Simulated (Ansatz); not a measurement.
Reactions of CH8O2Si2, SMILES `C[SiH2][SiH](O)O`.

Calculated with Ansatz (gas phase, PBE0-D4/def2-TZVP geometries, no zero-point term in ΔE). CCSD(T)/CBS is the MP2 limit (def2-TZVPP, def2-QZVPP) plus CCSD(T) − MP2 in def2-TZVPP, frozen cores. This one scheme is used for every species. Functionals use def2-TZVPP. B3LYP here is the variant with VWN-RPA as its local correlation; programs differ in this. Triplets are unrestricted, without spin–orbit coupling. One conformer a species, not always the lowest.

```
                                                              reaction  CCSD(T)/CBS(def2) (eV)
                                `C[SiH2][SiH](O)O` → `OC[SiH2][SiH2]O`                    2.32
              `C[SiH2][SiH](O)O` + `FBF` → `C[SiH2]B(F)F` + `O[SiH2]O`                    0.09
            `C[SiH2][SiH](O)O` → `[CH2]` (triplet) + `O[SiH](O)[SiH3]`                       ?
     `C[SiH2][SiH](O)O` + `C[SiH2]N` → `C[SiH2]N[SiH](O)O` + `C[SiH3]`                   -1.07
                      `C[SiH2][SiH](O)O` + H₂ → `C[SiH2][SiH2]O` + H₂O                       ?
                   `C[SiH2][SiH](O)O` + H–F → `C[SiH2][SiH](O)F` + H₂O                   -0.50
               `C[SiH2][SiH](O)O` + `C=C` → `C=C[SiH2][SiH](O)O` + CH₄                   -0.12
 `C[SiH2][SiH](O)O` + `O[SiH](F)S` → `O[SiH](O)S[SiH](O)F` + `C[SiH3]`                       ?
                              `C[SiH2][SiH](O)O` → `O[SiH2]C(O)[SiH3]`                    2.22
`C[SiH2][SiH](O)O` + `F[SiH](F)F` → `O[SiH](O)[Si](F)(F)F` + `C[SiH3]`                    0.12
```

(1) Fill in the missing values. (An estimate is asked.)

Largest T1 diagnostic: 0.013, for `FBF`.

Results:

(1) The calculation gave: `C[SiH2][SiH](O)O` → `[CH2]` (triplet) + `O[SiH](O)[SiH3]`: +4.88 eV; `C[SiH2][SiH](O)O` + H₂ → `C[SiH2][SiH2]O` + H₂O: +0.88 eV; `C[SiH2][SiH](O)O` + `O[SiH](F)S` → `O[SiH](O)S[SiH](O)F` + `C[SiH3]`: -1.03 eV.
